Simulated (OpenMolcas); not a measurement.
An atom or ion with 66 electrons was computed by SS-CASPT2, IPEA 0.25 Eh, imaginary shift 0.1 Eh with spin-orbit coupling (OpenMolcas, ANO-RCC-VQZP, DKH2). The lowest levels that the run gave, each within 12 % of the measured value where one is at hand:

```
J  Parity  E (cm⁻¹)      g
6    even       0.0  1.166
4    even      6390  1.136
5    even      9740  1.033
4    even     14770  0.959
3    even     16940  1.084
2    even     17850  0.743
4    even     24750  0.955
2    even     34220  1.113
6    even     42590  1.001
1    even     45180  1.501
0    even     46750       
2    even     46800  1.311
```

Question: Which ion is it, and what are the configurations and terms?

Answer: Yb⁴⁺ (Z = 70, charge +4; active space 12 electrons in 7 orbitals (4f)). J, parity and g give the terms where levels are pure, and mixed ones are named by the computed weights; the size of the splittings, set against known spectra of the 66-electron sequence, gives the charge. In order, with the measured energies in cm⁻¹ (the list in Tchang-Brillet, Wyart, Meftah and Ait Mammar, Atoms 6, 52 (2018)): 4f¹² ³H₆, 4f¹² ³F₄ [61 %] (6112), 4f¹² ³H₅ (9580), 4f¹² ³H₄ [57 %] (14405), 4f¹² ³F₃ (16372), 4f¹² ³F₂ (16877), 4f¹² ¹G₄ [55 %] (24193), 4f¹² ¹D₂ [48 %], 4f¹² ¹I₆ (39038), 4f¹² ³P₁, 4f¹² ³P₀, 4f¹² ³P₂ [64 %] (43120).

CASPT2 does not keep the components of a term degenerate, so their means are used; among the terms shown or strongly mixed into the levels shown the widest spread is 1100 cm-1 (4f¹² ¹I). Some high roots are left out of the spin-orbit mixing, which shifts the levels that they would mix with. Measured partners are found by configuration, term and J. A level has none where our copy of the source lacks it or the pairing is in doubt (some pairs that miss far off the trend of their configuration count as doubtful), and it then counts in no deviation. Levels of configurations outside the active space are missing.

A share in square brackets marks a mixed level and gives the weight of the term that names it.
